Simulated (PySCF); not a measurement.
Two species compared at the same levels of theory.

First species: C₃H₂N₂OS.
Z-matrix (Å and degrees, GFN2-xTB geometry), rows numbered from 1:
```
O 
C   1  1.2010
C   2  1.4582  1  124.79
N   3  1.2964  2  124.01  1   179.95
N   4  1.3088  3  114.17  2  -179.98
C   5  1.2910  4  113.47  3    -0.01
S   6  1.7251  5  114.49  4     0.01
H   2  1.1042  1  123.01  3   179.98
H   6  1.0716  5  123.22  4  -180.00
```

Second species: C6H3FO2S.
Geometry (GFN2-xTB, Å), atoms numbered from 1 in this order:
```
atom  x, y, z in Å
O1    -2.9311    1.5355   -0.8746
C2    -2.1104    1.2522   -0.0425
C3    -0.9008    0.4646   -0.2900
C4    -0.5685   -0.0480   -1.5280
S5     0.8850   -0.9166   -1.5238
C6     1.0944   -0.6104    0.1763
C7     2.2347   -1.1047    0.9125
O8     2.4971   -0.9679    2.0594
F9     3.0794   -1.8170    0.1051
C10    0.0617    0.1366    0.6876
H11   -2.2137    1.5793    1.0090
H12   -1.1407    0.0663   -2.4290
H13    0.0084    0.4309    1.7204
```

Levels: B3LYP/def2-SVPD for dipole moment, HOMO energy, LUMO energy, HOMO–LUMO gap, static isotropic polarisability and electronic spatial extent ⟨r²⟩ about the centre of nuclear charge; TDDFT B3LYP/def2-SVPD for lowest singlet excitation; TDA B3LYP/def2-SVPD for lowest triplet excitation (Tamm–Dancoff); GFN2-xTB for rotational constant A and rotational constant C. Geometries: GFN2-xTB. Each structure is a single optimised conformer of the isolated species, non-relativistic unless stated. Electronic properties by PySCF.

The conformers computed, where there is a choice (atom-mapped SMILES and torsion angles):
- `[O:1]=[CH:2][c:3]1[n:4][n:5][cH:6][s:7]1`: O1–C2–C3–N4 180°
- `[O:1]=[CH:2][c:3]1[cH:4][s:5][c:6]([C:7](=[O:8])[F:9])[cH:10]1`: O1–C2–C3–C4 0°, S5–C6–C7–O8 180°

(1) Which has the higher S1 energy?

(2) Which has the higher T1 energy?

(3) Which of the two has the higher HOMO energy, and by how much?

(4) Which has the higher HOMO–LUMO gap?

(5) Which has the higher rotational constant C?

(6) Which of the two has the higher static isotropic polarisability, and by how much?

(7) Which of the two has the higher dipole moment, and by how much?

(8) Which of the two has the higher LUMO energy, and by how much?

Results:

(1) The second: 3.66 eV against 3.35 eV, a difference of 0.31 eV.

(2) The second: 3.18 eV against 2.95 eV, a difference of 0.23 eV.

(3) The first: -7.82 eV against -7.89 eV, a difference of 0.07 eV.

(4) The second: 4.90 eV against 4.65 eV, a difference of 0.25 eV.

(5) The first: 1.431 GHz against 0.544 GHz, a difference of 0.887 GHz.

(6) The second: 97.3 au against 69.0 au, a difference of 28.3 au.

(7) The first: 2.28 D against 1.20 D, a difference of 1.08 D.

(8) The second: -2.99 eV against -3.17 eV, a difference of 0.18 eV.

On the first: A dipole of 2.28 D is allowed in Cs, and pure rotational transitions are dipole-allowed. The 8 singlets span 3.35 to 6.29 eV, and their oscillator strengths add up to 0.25.

On the second: In atomic units the dipole is 0.47 e·bohr (1 au = 2.5417 D). No computed singlet falls in the visible range (750 to 380 nm, 1.65 to 3.26 eV); S1 lies 0.40 eV above its blue end.
